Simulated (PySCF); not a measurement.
C2H9NOSi, SMILES CC[Si@@H](N)O.

Coordinates come from a r2SCAN-D4/def2-SVP optimisation. The structure was generated by enumeration; whether it is a known compound was not checked. One conformer was computed; it need not be the lowest.

Level of theory: TDA-PBE/def2-SVPD (PySCF).

Vertical excitations. The molecule is in vacuum.

```csv
state,energy (eV),λ (nm),f,main pairs
S1,5.99,207,0.050,HOMO→LUMO 97 %
S2,6.27,198,0.013,HOMO−1→LUMO 99 %
S3,6.47,192,0.030,HOMO→LUMO+1 97 %
S4,6.65,186,0.005,HOMO−1→LUMO+1 98 %
S5,6.68,186,0.016,HOMO→LUMO+2 94 %
S6,6.95,178,0.004,HOMO−1→LUMO+2 99 %
S7,7.24,171,0.001,HOMO→LUMO+3 99 %
S8,7.35,169,0.014,HOMO−2→LUMO 98 %
S9,7.61,163,0.075,HOMO−1→LUMO+3 96 %
S10,7.72,161,0.011,HOMO→LUMO+4 96 %
T1,5.78,215,0,HOMO→LUMO 98 %
T2,6.10,203,0,HOMO−1→LUMO 99 %
T3,6.13,202,0,HOMO→LUMO+1 98 %
T4,6.49,191,0,HOMO→LUMO+2 98 %
```
Triplets are in the Tamm–Dancoff approximation.
